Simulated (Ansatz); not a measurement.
The cluster Zn₃⁺. The state is a quartet with charge 1. Geometry B3LYP/def2-TZVP.

```xyz
3

Zn    1.937    0.835    1.969
Zn    0.023   -0.015   -0.017
Zn   -1.960   -0.820   -1.953
```

HSE06 is defined as in plane-wave codes, on full-range PBE exchange. At HF/STO-3G the charge 1 quartet is spin-contaminated (final ⟨S²⟩ up to 6.80, 3.75 for a pure state). At PBE0/def2-TZVP a doublet of charge 1 lies 3.65 eV below the quartet, each at its own geometry. The structure comes from a short search, and lower isomers may exist.

(1) Estimate the α-spin orbital energies around the gap (eV) in Ansatz with HF/STO-3G, LDA (SPW92)/def2-TZVP, PBE/def2-TZVP, BLYP/def2-TZVP, HSE06/def2-TZVP.

## Answers

(1) 
| orbital | HF/STO-3G | LDA (SPW92)/def2-TZVP | PBE/def2-TZVP | BLYP/def2-TZVP | HSE06/def2-TZVP |
| --- | --- | --- | --- | --- | --- |
| HOMO−9 | -28.06 | -16.87 | -16.54 | -16.43 | -18.97 |
| HOMO−8 | -27.99 | -16.44 | -16.12 | -16.05 | -18.36 |
| HOMO−7 | -27.98 | -16.44 | -16.12 | -16.05 | -18.36 |
| HOMO−6 | -20.54 | -16.37 | -16.05 | -15.98 | -18.28 |
| HOMO−5 | -18.69 | -16.37 | -16.05 | -15.98 | -18.28 |
| HOMO−4 | -15.85 | -16.35 | -16.03 | -15.96 | -18.26 |
| HOMO−3 | -10.83 | -12.98 | -12.76 | -12.60 | -13.37 |
| HOMO−2 | -10.81 | -12.07 | -11.85 | -11.69 | -12.41 |
| HOMO−1 | -10.57 | -10.15 | -9.92 | -9.82 | -10.21 |
| HOMO | -10.34 | -7.42 | -7.33 | -7.07 | -7.64 |
| LUMO | -1.71 | -7.06 | -6.91 | -6.74 | -6.52 |
| LUMO+1 | -1.46 | -7.06 | -6.91 | -6.73 | -6.52 |
| LUMO+2 | -1.18 | -6.14 | -5.98 | -5.81 | -5.61 |
| LUMO+3 | -1.10 | -6.14 | -5.98 | -5.81 | -5.61 |
| LUMO+4 | 4.11 | -4.69 | -4.52 | -4.40 | -4.12 |
| LUMO+5 | 4.66 | -4.68 | -4.51 | -4.39 | -4.04 |
| β HOMO | -9.93 | -12.18 | -11.85 | -11.90 | -11.82 |
| β LUMO | -1.43 | -11.09 | -10.74 | -10.84 | -10.14 |
